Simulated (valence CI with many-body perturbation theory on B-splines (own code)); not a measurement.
## Energy levels of Cr¹⁷⁺

Calculated by relativistic CI+MBPT: five valence electrons over a frozen Dirac-Fock core [He], a basis of 11 s, 11 p, 10 d, 8 f, 5 g, 2 h functions for each j, with the one-electron correlation potential Σ1, the two-electron term Σ2, the three-electron term Σ3, Breit, model QED; selected CI, second order for the rest, scaled by the run's own slope (own B-spline code, finite nucleus).

No measured levels were compared; by estimate levels of excited configurations hold to 0.05 to 0.15 % of their energy, terms of the ground configuration to about 0.5 %. Among the levels kept, up to 5400 cm⁻¹ of a level comes from second order outside the variational space, and about a tenth of that is noise between levels of different J, which matters for small intervals.

Levels 136 to 180 of 204, with energies above the lowest level, 2s2 2p3 4S°_3/2. "Leading %" is the weight of the configuration and term that name the level; weights of strongly mixed levels are sums over their largest components and can fall short. Lifetimes count E1, E2, E3, M1 and M2 decay at the calculated energies, and are blank where another channel may lead or the interval is too uncertain; long ones can be off by a factor of two.

```tsv
No.	Configuration	Term	J	E (eV)	Leading %	Lifetime	g	Second component
136	2s 2p3 3d	4F°	7/2	868.06	72	1.91 ps	1.180	24 % 2s 2p3 3d 4G°
137	2s 2p3 3d	4G°	9/2	869.43	60	137 ps	1.233	38 % 2s 2p3 3d 4F°
138	2s 2p3 3d	4G°	5/2	869.69	81	5.53 ps	0.651	12 % 2s 2p3 3d 4F°
139	2s 2p3 3d	4G°	7/2	869.89	65	2.56 ps	1.074	31 % 2s 2p3 3d 4F°
140	2s 2p3 3p	2S	1/2	870.21	78	246 fs	1.953	6 % 2s 2p3 3p 2P
141	2s 2p3 3d	4F°	9/2	870.52	71	140 ps	1.286	28 % 2s 2p3 3d 4G°
142	2s 2p3 3s	2P°	3/2	870.70	85	620 fs	1.394	10 % 2s 2p3 3s 4S°
143	2s 2p3 3s	2P°	1/2	871.05	80	490 fs	0.868	15 % 2s 2p3 3s 2S°
144	2s 2p3 3d	4G°	11/2	871.22	100	187 ps	1.271	
145	2s 2p3 3d	4D°	1/2	871.99	90	292 fs	0.131	
146	2s 2p3 3d	4D°	3/2	872.44	83	189 fs	1.244	6 % 2s 2p3 3d 2P°
147	2s 2p3 3d	4D°	5/2	873.32	77	115 fs	1.414	20 % 2s 2p3 3d 4P°
148	2s 2p3 3d	2S°	1/2	873.65	77	999 fs	2.019	16 % 2s 2p3 3d 4P°
149	2s 2p3 3d	4D°	7/2	873.87	82	112 fs	1.350	12 % 2s 2p3 3d 2G°
150	2s 2p3 3d	2G°	7/2	874.94	79	438 fs	0.983	12 % 2s 2p3 3d 4D°
151	2s 2p3 3d	2G°	9/2	875.20	90	86.7 ps	1.124	6 % 2s 2p3 3d 4F°
152	2s 2p3 3d	4P°	5/2	875.92	77	65.6 fs	1.546	18 % 2s 2p3 3d 4D°
153	2s 2p3 3p	4P	3/2	876.17	51	1.09 ps	1.509	39 % 2s 2p3 3p 2P
154	2s 2p3 3p	2P	1/2	876.36	53	1.02 ps	1.532	36 % 2s 2p3 3p 4P
155	2s 2p3 3d	4P°	1/2	876.83	84	133 fs	2.550	13 % 2s 2p3 3d 2S°
156	2s 2p3 3d	4P°	3/2	876.95	73	81.4 fs	1.617	16 % 2s 2p3 3d 2P°
157	2s 2p3 3d	2P°	3/2	877.42	41	144 fs	1.565	30 % 2s 2p3 3d 4P°
158	2s 2p3 3d	2D°	5/2	877.93	76	231 fs	1.144	14 % 2s 2p3 3d 2F°
159	2s 2p3 3p	4P	5/2	878.33	83	772 fs	1.540	8 % 2s 2p3 3p 2D
160	2s 2p3 3d	4S°	3/2	878.94	59	72.1 fs	1.764	23 % 2s 2p3 3d 2P°
161	2s 2p3 3d	2P°	1/2	879.27	90	144 fs	0.692	4 % 2s 2p3 3d 4D°
162	2s 2p3 3p	4P	1/2	879.48	45	728 fs	1.745	37 % 2s 2p3 3p 2P
163	2s 2p3 3p	2P	3/2	879.60	55	922 fs	1.489	37 % 2s 2p3 3p 4P
164	2s 2p3 3p	2F	5/2	880.05	89	733 fs	0.895	7 % 2s 2p3 3p 2D
165	2s 2p3 3p	2F	7/2	881.56	95	1.07 ps	1.152	
166	2s 2p3 3d	2D°	3/2	882.33	87	129 fs	0.850	
167	2s 2p3 3d	2F°	7/2	883.16	82	170 fs	1.158	9 % 2s 2p3 3d 4F°
168	2s 2p3 3d	2F°	5/2	883.51	63	108 fs	0.977	22 % 2s 2p3 3d 2D°
169	2s 2p3 3p	2D	3/2	884.83	92	1.49 ps	0.828	
170	2s 2p3 3d	4F°	5/2	884.96	76	608 fs	1.046	11 % 2s 2p3 3d 4D°
171	2s 2p3 3d	4F°	7/2	884.97	68	723 fs	1.232	14 % 2s 2p3 3d 4D°
172	2s 2p3 3d	4F°	3/2	885.01	91	1.10 ps	0.447	5 % 2s 2p3 3d 2D°
173	2s 2p3 3p	2D	5/2	885.21	92	2.66 ps	1.213	
174	2s 2p3 3d	4F°	9/2	885.57	79	69.5 ps	1.296	12 % 2s 2p3 3d 2G°
175	2s 2p3 3d	4P°	1/2	886.92	84	104 fs	2.431	5 % 2s 2p3 3d 2S°
176	2s 2p3 3d	4P°	5/2	887.10	77	1.24 ps	1.521	14 % 2s 2p3 3d 4D°
177	2s 2p3 3d	4P°	3/2	887.29	61	127 fs	1.648	15 % 2s 2p3 3d 4S°
178	2s 2p3 3d	4D°	1/2	888.75	88	86.6 fs	0.155	7 % 2s 2p3 3d 2P°
179	2s 2p3 3d	4D°	3/2	888.84	54	138 fs	1.152	29 % 2s 2p3 3d 2D°
180	2s 2p3 3d	4D°	7/2	889.33	73	230 fs	1.365	15 % 2s 2p3 3d 2F°
```

Names give the largest LS component (configuration and term), which can be under half, so a name can repeat, a term be missing and a line seem to break the LS rules; names also repeat where a configuration has a term twice.

Where two levels of one J and parity lie close, their mixing, g and order are uncertain.
